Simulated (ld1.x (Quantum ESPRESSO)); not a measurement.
## Plane-wave convergence, PAW potential for gallium (Ga)

gallium (Ga), PAW, made with ld1.x (Quantum ESPRESSO) 7.5 (LDA (PZ), scalar-relativistic). Core [Ar] 3d10, reference 4s2 4p1. Waves: 4s (bound): rcut 1.85, rcutus 2.05 bohr; 4s channel at 0.65 Ry: rcut 1.85, rcutus 2.05 bohr; 4p (bound): rcut 2.15, rcutus 2.55 bohr; 4p channel at 4.5 Ry: rcut 2.15, rcutus 2.55 bohr. Local part: all-electron potential smoothed inside 2.20 bohr (lloc = -1). Core correction: Bessel-smoothed model core, default radius (core density twice the valence density). Augmentation charge: PSQ, inside the norm-conserving radii.

The pseudo-atom Hamiltonian at the reference potential is diagonalised in spherical Bessel functions j_l(qr) that vanish at 20 bohr, with q² up to the cutoff. All-electron valence levels (Ry): 4s -0.6743, 4p -0.2013.

How do the lowest levels (Ry) of each channel move with the cutoff, and are there ghosts?

| cutoff (Ry) | s #1 | p #1 | p #2 | d #1 | f #1 | Σ f·Δε (mRy) |
| --- | --- | --- | --- | --- | --- | --- |
| 8 | -0.6741 | -0.2006 | 0.0273 | 0.0501 | 0.1046 | 1.2 |
| 10 | -0.6742 | -0.2011 | 0.0273 | 0.0501 | 0.1046 | 0.4 |
| 12 | -0.6742 | -0.2012 | 0.0273 | 0.0500 | 0.1046 | 0.3 |
| 15 | -0.6742 | -0.2012 | 0.0273 | 0.0500 | 0.1046 | 0.2 |
| 400 | -0.6743 | -0.2013 | 0.0273 | 0.0500 | 0.1046 | 0.0 |

Result: no extra level below or beside the all-electron valence levels (s, p, d, f tested); 10 mRy is reached at 6 Ry and 1 mRy at 10 Ry.

Test run stopped at test 6 of 9 (negative rho).
